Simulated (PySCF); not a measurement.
F$_{2}$Zn, charge +1, doublet, at a GFN2-xTB geometry (such geometries of metal compounds can be far from the true shape) (a state made from the parent by changing its charge; the spin is typed, not shown lowest); PySCF with DF-PBE/def2-SVPD.

The PySCF input:
```python
from pyscf import gto, scf, dft

mol = gto.Mole()
mol.atom = '''
    Zn    0.123548    0.244403    0.249274
    F    -0.423721    0.696314   -1.389594
    F     0.011894   -1.510992    0.558682
'''
mol.basis = 'def2-svpd'
mol.charge = 1
mol.spin = 1
mol.verbose = 4
mol.build()

mf = dft.UKS(mol)
mf.xc = 'pbe'
mf = mf.density_fit(auxbasis='def2-universal-jkfit')
mf.kernel()
mf.analyze()
```

It wrote (shortened):

```
PySCF version 2.14.0

[INPUT] verbose = 4
[INPUT] num. atoms = 3
[INPUT] num. electrons = 47
[INPUT] charge = 1
[INPUT] spin (= nelec alpha-beta = 2S) = 1
[INPUT] symmetry False subgroup None
[INPUT] Mole.unit = angstrom
[INPUT] Symbol           X                Y                Z      unit          X                Y                Z       unit  Magmom
[...]
nuclear repulsion = 174.404231875058
number of shells = 30
number of NR pGTOs = 142
number of NR cGTOs = 80
basis = def2-svpd
ecp = {}

******** <class 'pyscf.df.df_jk.DFUKS'> ********
method = DFUKS
initial guess = minao
damping factor = 0
level_shift factor = 0
DIIS = <class 'pyscf.scf.diis.CDIIS'>
diis_start_cycle = 1
diis_space = 8
diis_damp = 0
SCF conv_tol = 1e-09
SCF conv_tol_grad = None
SCF max_cycles = 50
direct_scf = False
number electrons alpha = 24  beta = 23
XC library pyscf.dft.libxc version 7.1.2
    S. Lehtola, C. Steigemann, M. J. T. Oliveira, and M. A. L. Marques,  SoftwareX 7, 1–5 (2018)
XC functionals = pbe
    J. P. Perdew, K. Burke, and M. Ernzerhof,  Phys. Rev. Lett. 77, 3865 (1996)
    J. P. Perdew, K. Burke, and M. Ernzerhof,  Phys. Rev. Lett. 78, 1396 (1997)
    J. P. Perdew, K. Burke, and M. Ernzerhof,  Phys. Rev. Lett. 77, 3865 (1996)
    J. P. Perdew, K. Burke, and M. Ernzerhof,  Phys. Rev. Lett. 78, 1396 (1997)
radial grids:
    Treutler-Ahlrichs [JCP 102, 346 (1995); DOI:10.1063/1.469408] (M4) radial grids

becke partition: Becke, JCP 88, 2547 (1988); DOI:10.1063/1.454033
pruning grids: <function nwchem_prune>
grids dens level: 3
symmetrized grids: False
atomic radii adjust function: <function treutler_atomic_radii_adjust>
small_rho_cutoff = 0
Set gradient conv threshold to 3.16228e-05
tot grids = 49168
init E= -1977.87163885146

cycle= 1 E= -1977.00649611922  delta_E= 0.865  |g|= 1.46  |ddm|= 1.69
cycle= 2 E= -1970.82495908285  delta_E= 6.18  |g|=  3.9  |ddm|= 4.94
cycle= 3 E= -1977.52011003977  delta_E= -6.7  |g|= 1.04  |ddm|= 4.64
cycle= 4 E= -1977.7401138404  delta_E= -0.22  |g|= 0.456  |ddm|= 0.762
cycle= 5 E= -1977.64684614909  delta_E= 0.0933  |g|= 0.559  |ddm|= 0.652
cycle= 6 E= -1977.73541006753  delta_E= -0.0886  |g|= 0.398  |ddm|= 0.826
cycle= 7 E= -1977.8159131689  delta_E= -0.0805  |g|= 0.0636  |ddm|= 0.411
cycle= 8 E= -1977.81714611105  delta_E= -0.00123  |g|= 0.0315  |ddm|= 0.105
cycle= 9 E= -1977.81767184173  delta_E= -0.000526  |g|= 0.00668  |ddm|= 0.0428
cycle= 10 E= -1977.81768476644  delta_E= -1.29e-05  |g|= 0.00507  |ddm|= 0.0139
[...]
SCF not converged.
Total Energy =                       -1977.817698310130481
[...]
spin_pop of  0 Zn 4f-1      0.00000
spin_pop of  0 Zn 4f+0      0.00000
spin_pop of  0 Zn 4f+1      0.00000
spin_pop of  0 Zn 4f+2      0.00000
spin_pop of  0 Zn 4f+3      0.00000
spin_pop of  1 F 1s       -0.00000
spin_pop of  1 F 2s        0.00063
spin_pop of  1 F 3s       -0.00017
spin_pop of  1 F 4s       -0.00002
spin_pop of  1 F 2px       0.00186
spin_pop of  1 F 2py       0.42662
spin_pop of  1 F 2pz       0.05128
spin_pop of  1 F 3px      -0.00026
spin_pop of  1 F 3py      -0.00040
spin_pop of  1 F 3pz      -0.00014
spin_pop of  1 F 4px      -0.00001
spin_pop of  1 F 4py       0.00011
spin_pop of  1 F 4pz      -0.00007
spin_pop of  1 F 3dxy      0.00000
spin_pop of  1 F 3dyz      0.00012
spin_pop of  1 F 3dz^2    -0.00004
spin_pop of  1 F 3dxz     -0.00004
spin_pop of  1 F 3dx2-y2    0.00003
spin_pop of  1 F 4dxy     -0.00004
spin_pop of  1 F 4dyz     -0.00030
spin_pop of  1 F 4dz^2    -0.00007
spin_pop of  1 F 4dxz     -0.00011
spin_pop of  1 F 4dx2-y2   -0.00004
spin_pop of  2 F 1s       -0.00000
spin_pop of  2 F 2s        0.00063
spin_pop of  2 F 3s       -0.00017
spin_pop of  2 F 4s       -0.00002
spin_pop of  2 F 2px       0.03657
spin_pop of  2 F 2py       0.07972
spin_pop of  2 F 2pz       0.36435
spin_pop of  2 F 3px      -0.00029
spin_pop of  2 F 3py      -0.00012
spin_pop of  2 F 3pz      -0.00039
spin_pop of  2 F 4px       0.00000
spin_pop of  2 F 4py      -0.00007
spin_pop of  2 F 4pz       0.00009
spin_pop of  2 F 3dxy     -0.00006
spin_pop of  2 F 3dyz      0.00010
spin_pop of  2 F 3dz^2    -0.00001
spin_pop of  2 F 3dxz      0.00001
spin_pop of  2 F 3dx2-y2    0.00003
spin_pop of  2 F 4dxy     -0.00017
spin_pop of  2 F 4dyz     -0.00033
spin_pop of  2 F 4dz^2    -0.00001
spin_pop of  2 F 4dxz     -0.00001
spin_pop of  2 F 4dx2-y2   -0.00005
 ** Mulliken Spin Density (per atom)  **
spin density of  0 Zn =      0.04128
spin density of  1 F =      0.47892
spin density of  2 F =      0.47981
 ** Mulliken pop alpha/beta on meta-lowdin orthogonal AOs **
 ** Mulliken pop       alpha | beta **
In total            24.00000 | 23.00000
 ** Mulliken atomic charges   ( Nelec_alpha | Nelec_beta ) **
charge of  0Zn =      1.67848  (    14.18140     14.14012 )
charge of  1F =     -0.33970  (     4.90931      4.43039 )
charge of  2F =     -0.33878  (     4.90930      4.42949 )

WARN: System has nonzero charge 1; the dipole moment is origin-dependent.
Location of origin: [0. 0. 0.]

Dipole moment(X, Y, Z, Debye):  1.22210,  2.41098,  2.46809
```

The run did not converge; its last values are not results.
